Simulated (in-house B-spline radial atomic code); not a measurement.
Results of a calculation; reference values are marked as such.
# Weak and strong correlation along the adiabatic connection

Two-electron singlets in several external potentials (atomic units), by full CI in B-splines with partial waves to l = 8 (correlation energies up to 0.6 % small). The repulsion is scaled by λ at fixed density; W(λ) is the mean repulsion less the Hartree energy, W(0) = E_x, and the area under W from 0 to 1 is E_xc.

Relative drop (W(λ) − E_x)/E_x:

```json
{"system": "ω²r²/2 − Z/r, ω = 0.255, Z = -1", "λ = 0.12": "0.0482", "λ = 0.25": "0.0899", "λ = 0.4": "0.1276", "λ = 0.6": "0.1654", "λ = 0.8": "0.1936", "λ = 1": "0.2151"}
{"system": "−V exp(−r²/w²), V = 2.45, w = 4.93", "λ = 0.12": "0.0249", "λ = 0.25": "0.0487", "λ = 0.4": "0.0726", "λ = 0.6": "0.0996", "λ = 0.8": "0.1223", "λ = 1": "0.1415"}
{"system": "−Z/r, Z = 4.57, wall at 0.42 bohr", "λ = 0.12": "0.0024", "λ = 0.25": "0.0049", "λ = 0.4": "0.0078", "λ = 0.6": "0.0117", "λ = 0.8": "0.0154", "λ = 1": "0.0190"}
{"system": "ω²r²/2 − Z/r, ω = 4.12, Z = -0.5", "λ = 0.12": "0.0081", "λ = 0.25": "0.0165", "λ = 0.4": "0.0257", "λ = 0.6": "0.0374", "λ = 0.8": "0.0484", "λ = 1": "0.0588"}
{"system": "−V exp(−r²/w²), V = 2.36, w = 11.1", "λ = 0.12": "0.0374", "λ = 0.25": "0.0709", "λ = 0.4": "0.1023", "λ = 0.6": "0.1354", "λ = 0.8": "0.1613", "λ = 1": "0.1820"}
{"system": "−Z/r, Z = 0.557, wall at 3.26 bohr", "λ = 0.12": "0.0200", "λ = 0.25": "0.0396", "λ = 0.4": "0.0597", "λ = 0.6": "0.0831", "λ = 0.8": "0.1033", "λ = 1": "0.1208"}
{"system": "ω²r²/2 − Z/r, ω = 1.07, Z = 0.3", "λ = 0.12": "0.0138", "λ = 0.25": "0.0277", "λ = 0.4": "0.0426", "λ = 0.6": "0.0606", "λ = 0.8": "0.0769", "λ = 1": "0.0916"}
```

(1) Order the systems by how far second-order (GL2) theory, half the initial slope (estimated from the first points of each curve), overshoots the correlation energy, least first.
A. −Z/r, Z = 0.557, wall at 3.26 bohr
B. −V exp(−r²/w²), V = 2.36, w = 11.1
C. −V exp(−r²/w²), V = 2.45, w = 4.93
D. ω²r²/2 − Z/r, ω = 4.12, Z = -0.5
E. ω²r²/2 − Z/r, ω = 0.255, Z = -1
F. −Z/r, Z = 4.57, wall at 0.42 bohr
G. ω²r²/2 − Z/r, ω = 1.07, Z = 0.3

(2) What else changes along this order?

## Answers

(1) F (GL2/E_c = 1.03), D (GL2/E_c = 1.11), G (GL2/E_c = 1.19), A (GL2/E_c = 1.29), C (GL2/E_c = 1.36), B (GL2/E_c = 1.55), E (GL2/E_c = 1.66).

(2) The ratio follows the bend of the curve. With it the leading natural occupation goes from 1.999 to 1.840 and −T_c/E_c from 0.97 to 0.59 between the first and the last.
